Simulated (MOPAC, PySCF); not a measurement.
H$_{3}$ClSi, SMILES `[SiH3]Cl`, neutral singlet in the gas phase. 

Cartesian coordinates (Å):
```xyz
5

Si    -0.1285    -0.0010    -0.0104
Cl     1.9217     0.0154     0.1556
H     -0.6950    -0.6105     1.2129
H     -0.6001     1.3936    -0.1569
H     -0.4980    -0.7975    -1.2012
```
Charge 0, multiplicity 1.

All levels are single points at this geometry (r2SCAN-D4/def2-TZVPD); Pople sets use spherical d functions. Orbital energies aren't observables, and empty levels follow the basis.

r2SCAN-D4/def2-TZVPD in PySCF gives dipole (D) = 1.25.

Task: Estimate the dipole (D) from each of these levels: B3LYP/LANL2DZ in PySCF; BP86/6-31G* in PySCF; M06-2X/6-31G* in PySCF; PBE/6-31G* in PySCF; PM3 in MOPAC.

Result: 
| level | dipole (D) |
|---|---|
| B3LYP/LANL2DZ in PySCF | 2.34 |
| BP86/6-31G* in PySCF | 1.62 |
| M06-2X/6-31G* in PySCF | 1.85 |
| PBE/6-31G* in PySCF | 1.61 |
| PM3 in MOPAC | 2.23 |
